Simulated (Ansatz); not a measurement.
Basis-set extrapolation for C$_{2}$H$_{2}$AlF, SMILES `[F][Al]1[CH]=[CH]1` (PBE0-D4/def2-TZVP geometry, frozen core, the Gaussian-basis code of Ansatz). Multiplicity 1, RHF reference.

|  | def2-TZVPP | def2-QZVPP |
| --- | --- | --- |
| HF | -418.332929 | -418.348014 |
| MP2 correlation | -0.628958 | -0.678986 |
| CCSD(T) correlation | -0.671857 | not run |

Energies in hartree. Use E(X) = E(∞) + A·exp(−7.88·√X) for Hartree–Fock and E(X) = E(∞) + B·X^(−2.97) for correlation, with X = 3 and 4, and add CCSD(T) minus MP2 of the smaller set to the MP2 limit.

**Question.** What is the CCSD(T) energy at the basis-set limit?

**Answer.** HF limit: -418.348014 + (-0.015085) × 0.13774 = -418.35009. MP2 limit: -0.678986 + (-0.050028) × 0.74074 = -0.71604. Higher-order term: -0.671857 − (-0.628958) = -0.04290. Total: -419.10903 hartree, 2.84 eV below CCSD(T)/def2-TZVPP.
